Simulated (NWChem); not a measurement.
System: C$_{3}$H$_{2}$F$_{2}$O$_{2}$; SMILES FC1(F)OC=CO1

Here is an NWChem input.

```
start job
memory heap 200 mb stack 900 mb global 1100 mb
geometry units angstroms noautosym nocenter noautoz
  F     -1.068311     0.000000     1.345754
  C      0.000000     0.000000     0.549252
  F      1.068311     0.000000     1.345754
  O      0.000000    -1.112732    -0.255692
  C      0.000000    -0.665497    -1.555038
  C      0.000000     0.665497    -1.555038
  O      0.000000     1.112732    -0.255692
  H      0.000000    -1.411568    -2.343040
  H      0.000000     1.411568    -2.343040
end
basis spherical
  F library 6-31g*
  C library 6-31g*
  O library 6-31g*
  H library 6-31g*
end
dft
  xc hfexch
  iterations 150
end
property
  shielding 5 1 2 4 5 8
end
task dft property
```

NWChem printed, in part:

```
             Northwest Computational Chemistry Package (NWChem) 7.3.0
             --------------------------------------------------------

                             Geometry "geometry" -> ""
                             -------------------------

 Output coordinates in angstroms (scale by  1.889725989 to convert to a.u.)

  No.       Tag          Charge          X              Y              Z
 ---- ---------------- ---------- -------------- -------------- --------------
    1 F                    9.0000    -1.06831100     0.00000000     1.34575400
    2 C                    6.0000     0.00000000     0.00000000     0.54925200
    3 F                    9.0000     1.06831100     0.00000000     1.34575400
    4 O                    8.0000     0.00000000    -1.11273200    -0.25569200
    5 C                    6.0000     0.00000000    -0.66549700    -1.55503800
    6 C                    6.0000     0.00000000     0.66549700    -1.55503800
    7 O                    8.0000     0.00000000     1.11273200    -0.25569200
    8 H                    1.0000     0.00000000    -1.41156800    -2.34304000
    9 H                    1.0000     0.00000000     1.41156800    -2.34304000

 Effective nuclear repulsion energy (a.u.)     333.5856606077

  xc_inp: hfexch multiplicative factor not found.
                              NWChem Property Module
                              ----------------------

  itol2e modified to match energy
  convergence criterion.

                                 NWChem DFT Module
                                 -----------------

 Summary of "ao basis" -> "ao basis" (spherical)
 ------------------------------------------------------------------------------
       Tag                 Description            Shells   Functions and Types
 ---------------- ------------------------------  ------  ---------------------
 F                           6-31g*                  6       14   3s2p1d
 C                           6-31g*                  6       14   3s2p1d
 O                           6-31g*                  6       14   3s2p1d
 H                           6-31g*                  2        2   2s

  itol2e modified to match energy
  convergence criterion.

            General Information
            -------------------
          SCF calculation type: DFT
          Wavefunction type:  closed shell.
          No. of atoms     :     9
          No. of electrons :    54
           Alpha electrons :    27
            Beta electrons :    27
          Charge           :     0
          Spin multiplicity:     1
          Use of symmetry is: off; symmetry adaption is: off
          Maximum number of iterations: 150
          AO basis - number of functions:   102
                     number of shells:    46
          Convergence on energy requested:  1.00D-07
          Convergence on density requested:  1.00D-05
          Convergence on gradient requested:  5.00D-04

              XC Information
              --------------
                     Hartree-Fock (Exact) Exchange  1.000

      Superposition of Atomic Density Guess
      -------------------------------------

 Sum of atomic energies:        -462.23059603

      Non-variational initial energy
      ------------------------------

 Total energy =    -465.501313
 1-e energy   =   -1301.749099
 2-e energy   =     502.662126
 HOMO         =      -0.211191
 LUMO         =       0.091308

   convergence    iter        energy       DeltaE   RMS-Dens  Diis-err
 ---------------- ----- ----------------- --------- --------- ---------
 d= 0,ls=0.0,diis     1   -463.1772237312 -7.97D+02  7.89D-03  1.48D+00
 d= 0,ls=0.0,diis     2   -463.3021903095 -1.25D-01  2.82D-03  4.13D-01
 d= 0,ls=0.0,diis     3   -463.3379342233 -3.57D-02  8.90D-04  9.07D-03
 d= 0,ls=0.0,diis     4   -463.3393260384 -1.39D-03  2.37D-04  5.88D-04
 d= 0,ls=0.0,diis     5   -463.3394251328 -9.91D-05  7.04D-05  3.67D-05
  Resetting Diis
 d= 0,ls=0.0,diis     6   -463.3394345471 -9.41D-06  2.25D-05  4.18D-06
 d= 0,ls=0.0,diis     7   -463.3394354846 -9.38D-07  5.76D-06  4.70D-07
 d= 0,ls=0.0,diis     8   -463.3394355551 -7.04D-08  1.97D-06  1.65D-07

         Total DFT energy =     -463.339435555073
      One electron energy =    -1302.365160851292
           Coulomb energy =      558.434946820522
    Exchange-Corr. energy =      -52.994882131962
 Nuclear repulsion energy =      333.585660607659

 Numeric. integr. density =        0.000000000000

                       DFT Final Molecular Orbital Analysis
                       ------------------------------------

 Vector   25  Occ=2.000000D+00  E=-5.820316D-01
              MO Center=  2.1D-15, -1.8D-13, -1.3D-01, r^2= 2.2D+00
   Bfn.  Coefficient  Atom+Function         Bfn.  Coefficient  Atom+Function
  ----- ------------  ---------------      ----- ------------  ---------------
    46      0.427283  4 O  py                88      0.427283  7 O  py
    50      0.316136  4 O  py                92      0.316136  7 O  py
    18     -0.218891  2 C  py                 4      0.115887  1 F  py
    32      0.115887  3 F  py                 8      0.082373  1 F  py
    36      0.082373  3 F  py                44     -0.078878  4 O  s

 Vector   26  Occ=2.000000D+00  E=-5.703723D-01
              MO Center=  2.1D-14,  3.4D-13, -1.4D-01, r^2= 2.1D+00
   Bfn.  Coefficient  Atom+Function         Bfn.  Coefficient  Atom+Function
  ----- ------------  ---------------      ----- ------------  ---------------
    45      0.428239  4 O  px                87     -0.428239  7 O  px
    49      0.310928  4 O  px                91     -0.310928  7 O  px
     4     -0.177436  1 F  py                32      0.177436  3 F  py
     8     -0.131916  1 F  py                36      0.131916  3 F  py
    59      0.087414  5 C  px                73     -0.087414  6 C  px

 Vector   27  Occ=2.000000D+00  E=-3.614023D-01
              MO Center= -1.2D-15,  3.0D-14, -1.2D+00, r^2= 2.0D+00
   Bfn.  Coefficient  Atom+Function         Bfn.  Coefficient  Atom+Function
  ----- ------------  ---------------      ----- ------------  ---------------
    59      0.358006  5 C  px                73      0.358006  6 C  px
    63      0.287375  5 C  px                77      0.287375  6 C  px
    45     -0.254405  4 O  px                87     -0.254405  7 O  px
    49     -0.235742  4 O  px                91     -0.235742  7 O  px
     5      0.073316  1 F  pz                33     -0.073316  3 F  pz

 Vector   28  Occ=0.000000D+00  E= 1.704252D-01
              MO Center=  1.2D-15, -4.6D-15, -1.5D+00, r^2= 2.2D+00
   Bfn.  Coefficient  Atom+Function         Bfn.  Coefficient  Atom+Function
  ----- ------------  ---------------      ----- ------------  ---------------
    63      0.744636  5 C  px                77     -0.744636  6 C  px
    59      0.384830  5 C  px                73     -0.384830  6 C  px
    49     -0.222668  4 O  px                91      0.222668  7 O  px
    45     -0.152506  4 O  px                87      0.152506  7 O  px

 Vector   29  Occ=0.000000D+00  E= 2.550894D-01
              MO Center= -1.2D-16, -1.8D-11, -2.5D+00, r^2= 4.2D+00
   Bfn.  Coefficient  Atom+Function         Bfn.  Coefficient  Atom+Function
  ----- ------------  ---------------      ----- ------------  ---------------
   100      1.572784  8 H  s                102      1.572784  9 H  s
    62     -1.037286  5 C  s                 76     -1.037286  6 C  s
    65      0.573382  5 C  pz                79      0.573382  6 C  pz
    64      0.547081  5 C  py                78     -0.547081  6 C  py
    61      0.190098  5 C  pz                75      0.190098  6 C  pz

 Vector   30  Occ=0.000000D+00  E= 2.651026D-01
              MO Center= -1.6D-16,  1.7D-11, -2.5D+00, r^2= 4.7D+00
   Bfn.  Coefficient  Atom+Function         Bfn.  Coefficient  Atom+Function
  ----- ------------  ---------------      ----- ------------  ---------------
   100      1.824845  8 H  s                102     -1.824845  9 H  s
    65      0.972956  5 C  pz                79     -0.972956  6 C  pz
    64      0.928000  5 C  py                78      0.928000  6 C  py
    62     -0.580617  5 C  s                 76      0.580617  6 C  s
    22      0.206368  2 C  py                58     -0.162817  5 C  s

     Multipole analysis of the density
     ---------------------------------

     L   x y z        total         alpha         beta         nuclear
     -   - - -        -----         -----         ----         -------
     0   0 0 0     -0.000000    -27.000000    -27.000000     54.000000

     1   1 0 0      0.000000      0.000000      0.000000      0.000000
     1   0 1 0      0.000000      0.000000      0.000000      0.000000
     1   0 0 1     -1.421532     -0.787750     -0.787750      0.153967

     2   2 0 0    -29.648770    -51.504913    -51.504913     73.361056
     2   1 1 0      0.000000      0.000000      0.000000      0.000000
     2   1 0 1     -0.000000     -0.000000     -0.000000      0.000000
     2   0 2 0    -27.731475    -65.843371    -65.843371    103.955266
     2   0 1 1     -0.000000     -0.000000     -0.000000     -0.000000
     2   0 0 2    -23.377826   -146.411744   -146.411744    269.445662

          -----------------------------------------
          Chemical Shielding Tensors (GIAO, in ppm)
          -----------------------------------------

                                NWChem CPHF Module
                                ------------------

  scftype          =     RHF
  nclosed          =       27
  nopen            =        0
  variables        =     2025
  # of vectors     =        3
  tolerance        = 0.10D-03
  level shift      = 0.00D+00
  max iterations   =       50
  max subspace     =       30

 SCF residual:    1.7921703577114027E-004

Iterative solution of linear equations
  No. of variables     2025
  No. of equations        3
  Maximum subspace       30
        Iterations       50
       Convergence  1.0D-04

   iter   nsub   residual    time
   ----  ------  --------  ---------
     1      3    1.77D+00      20.3
     2      6    4.20D-01      21.3
     3      9    6.28D-02      22.2
     4     12    6.88D-03      23.1
     5     15    1.39D-03      24.1
     6     18    2.75D-04      25.0
     7     21    4.32D-05      25.9

      Atom:    1  F
        Diamagnetic
    483.1274      0.0000    -12.2173
      0.0000    466.9399     -0.0000
    -12.2173     -0.0000    477.0716

        Paramagnetic
   -156.2366      0.0000    -47.0802
      0.0000   -221.4096     -0.0000
    -47.0802     -0.0000   -163.4353

        Total Shielding Tensor
    326.8908      0.0000    -59.2976
      0.0000    245.5303     -0.0000
    -59.2976     -0.0000    313.6363

           isotropic =     295.3524
          anisotropy =     126.8667

          Principal Components and Axis System
                 1           2           3
              379.9303    260.5968    245.5303

      1         0.7453      0.6667      0.0000
      2         0.0000      0.0000      1.0000
      3        -0.6667      0.7453      0.0000

      Atom:    2  C
        Diamagnetic
    229.3080     -0.0000     -0.0000
     -0.0000    233.8370     -0.0000
     -0.0000     -0.0000    236.6965

        Paramagnetic
   -146.7858     -0.0000     -0.0000
     -0.0000   -143.1268      0.0000
     -0.0000      0.0000   -152.1979

        Total Shielding Tensor
     82.5222     -0.0000     -0.0000
     -0.0000     90.7102      0.0000
     -0.0000      0.0000     84.4986

           isotropic =      85.9103
          anisotropy =       7.1998

          Principal Components and Axis System
                 1           2           3
               90.7102     84.4986     82.5222

      1        -0.0000     -0.0000      1.0000
      2         1.0000      0.0000     -0.0000
      3         0.0000      1.0000     -0.0000

      Atom:    3  O
        Diamagnetic
    381.0557     -0.0000     -0.0000
     -0.0000    398.4559      4.2447
     -0.0000      4.2447    412.8779

        Paramagnetic
   -156.8104      0.0000     -0.0000
      0.0000   -146.0386     28.4137
     -0.0000     28.4137   -205.8842

        Total Shielding Tensor
    224.2453      0.0000     -0.0000
      0.0000    252.4173     32.6584
     -0.0000     32.6584    206.9937

           isotropic =     227.8854
          anisotropy =      62.3991

          Principal Components and Axis System
                 1           2           3
              269.4848    224.2453    189.9261

      1         0.0000      1.0000      0.0000
      2         0.8863      0.0000     -0.4632
      3         0.4632      0.0000      0.8863

      Atom:    4  C
        Diamagnetic
    233.5287      0.0000     -0.0000
      0.0000    257.2652     -4.3423
     -0.0000     -4.3423    266.9576

        Paramagnetic
   -106.3540      0.0000      0.0000
      0.0000   -149.3990     -8.1263
      0.0000     -8.1263   -278.4504

        Total Shielding Tensor
    127.1747      0.0000      0.0000
      0.0000    107.8663    -12.4686
      0.0000    -12.4686    -11.4929

           isotropic =      74.5160
          anisotropy =      78.9880

          Principal Components and Axis System
                 1           2           3
              127.1747    109.1549    -12.7814

      1         1.0000      0.0000      0.0000
      2         0.0000      0.9947      0.1028
      3         0.0000     -0.1028      0.9947

      Atom:    5  H
        Diamagnetic
     18.7647     -0.0000     -0.0000
     -0.0000     29.2331      9.7725
     -0.0000      9.7725     35.1015

        Paramagnetic
      5.1256      0.0000      0.0000
      0.0000     -2.8296     -8.4906
      0.0000     -8.4906     -7.9653

        Total Shielding Tensor
     23.8903      0.0000      0.0000
      0.0000     26.4035      1.2820
      0.0000      1.2820     27.1362

           isotropic =      25.8100
          anisotropy =       3.4397

          Principal Components and Axis System
                 1           2           3
               28.1031     25.4366     23.8903

      1         0.0000      0.0000      1.0000
      2         0.6022      0.7984      0.0000
      3         0.7984     -0.6022      0.0000
```

Level: Hartree-Fock/6-31G* (spherical d), GIAO. Structure relaxed at the PBE0/def2-SVP level. The output numbers the shielded atoms by their place in the input's list. The printed shielding anisotropy is the first printed principal value minus the mean of the other two.
